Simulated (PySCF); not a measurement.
# Computed structure and properties of [NdH3(NH3)]−

System: [NdH3(NH3)]− (singlet in the valence; each metal's 4f electrons, 4 of them, lie in its core potential, out of spins and levels); start: displaced along the imaginary mode (C1). Method: PySCF 2.14.0, RKS PBE0, Nd lcecp-0-SVP with ECP50, H def2-SVP, N def2-SVP; non-relativistic Hamiltonian with scalar-relativistic core potentials where named; density fitting; no spin-orbit coupling.

Input of the relaxation:

```python
mol = gto.M(atom='''
Nd     0.16980    -0.17179     0.17276
H      1.14805     1.81564     1.11943
H     -1.63908    -1.31125     1.30188
H      1.05927    -1.04002    -1.90155
N     -1.41785     1.42486    -1.42828
H     -2.02896     2.08163    -0.93714
H     -0.75595     1.96747    -1.99310
H     -1.99159     0.87783    -2.06989''',
    basis={'Nd': 'lcecp-0-SVP', 'H': 'def2-SVP', 'N': 'def2-SVP'},
    ecp={'Nd': 'lcecp-0-SVP'},
    charge=-1, spin=0)
mf = dft.RKS(mol, xc='PBE0')
mf.grids.atom_grid = (50, 194)  # f atoms: unpruned, at least (60, 302)
mf = mf.density_fit()  # fitting sets: Nd AutoAux, H def2-universal-JKFIT, N def2-universal-JKFIT
mf.conv_tol = 1e-08; mf.max_cycle = 55
mf.kernel(dm0)  # dm0: converged density of the start geometry
# quasi-Newton relaxation in Cartesian coordinates to a largest gradient under 0.00045 Eh/bohr, steps kept in the point group
```

Run from Python with OMP_NUM_THREADS=2; the lines above give its settings. Where DIIS fails, smearing, a level shift and second-order steps follow.
It took 100 s on 2 threads of Intel(R) Xeon(R) 6975P-C (Granite Rapids) (shared host), from the converged density of the start.

Course of the relaxation:

```tsv
step	energy above end (eV)	largest force component within the symmetry (eV/Å)
0	0.1509	0.200
1	0.1493	0.028
2	0.1491	0.022
3	0.1485	0.017
4	0.1482	0.020
5	0.1462	0.184
6	0.1450	0.394
7	0.1401	0.138
37	0.0007	0.018
38	0.0005	0.018
39	0.0003	0.032
40	0.0001	0.026
41	0.0000	0.020
42	0.0000	0.009
```
(The steps between are left out.)

Relaxed geometry (Cs):

```xyz
8

Nd    0.0258    0.0904    0.3643
H     1.2264    1.6421    1.7142
H    -1.1799   -1.6869    1.3915
H     0.6280   -0.1143   -2.0222
N    -1.5276    1.3921   -1.5130
H    -1.4547    2.3794   -1.7560
H    -0.7594    0.8867   -2.0304
H    -2.4149    1.0549   -1.8842
```

```csv
contact,Å
Nd1–H2 (H),2.381
Nd1–H3 (H),2.381
Nd1–H4 (H),2.470
Nd1–H7 (NH3),2.643
```

On the finer grid (75, 302):

The HOMO is not given (4f levels lie in the core), the LUMO is not given (4f levels lie in the core) and the dipole about the centre of mass is 4.95 D. The set of Mulliken populations of Nd1 outside the core potential is s 2.57, p 6.66, d 0.82, f 0.01 and the D3(BJ) dispersion energy (not in the energies) is -0.100 eV.

```tsv
atom	Mulliken (e)	Löwdin (e)	spin (e)
Nd1	-0.06	-0.16	0.00
H2	-0.31	-0.30	0.00
H3	-0.31	-0.30	0.00
H4	-0.38	-0.32	0.00
N5	-0.31	-0.12	0.00
H6	0.11	0.07	0.00
H7	0.15	0.06	0.00
H8	0.11	0.07	0.00
```

The 4f levels lie in the core potential and are missing. Their spin isn't counted.

On the grid (50, 194), as all that follows. Harmonic modes: a minimum; lowest 100 cm⁻¹ (negative: unstable), highest 3638 cm⁻¹, zero-point energy 1.267 eV.

Taking off one H (charge -1, singlet; the rest: singlet) in vacuum, both parts rigid, costs 3.50 eV; the small basis without counterpoise inflates it.

Rigid scan of H along the line from its metal:

distance to H2 (Å), energy (eV) and a bar:
```
     2.08      0.201 #####
     2.18      0.080 ##
     2.28      0.018 
     2.38      0.000 
     2.48      0.015 
     2.58      0.055 #
     2.78      0.183 #####
     3.08      0.434 ###########
     3.48      0.793 ####################
     3.98      1.201 ##############################
```

Taking off one NH3 (charge 0, singlet; the rest: singlet) in vacuum, both parts rigid, costs 0.79 eV; the small basis without counterpoise inflates it.

Rigid scan of NH3 along the line from its metal:

| distance to N5 (Å) | energy (eV) |
| --- | --- |
| 2.46 | 0.204 |
| 2.56 | 0.079 |
| 2.66 | 0.017 |
| 2.76 | 0.000 |
| 2.86 | 0.012 |
| 2.96 | 0.044 |
| 3.16 | 0.136 |
| 3.46 | 0.291 |
| 3.86 | 0.464 |
| 4.36 | 0.611 |

One start shape was tried, so this needn't be the lowest isomer.

An lcecp potential fixes the number of 4f electrons, so in runs with it no electron can move into or out of that shell; real Nd(II) is rare or takes another configuration.
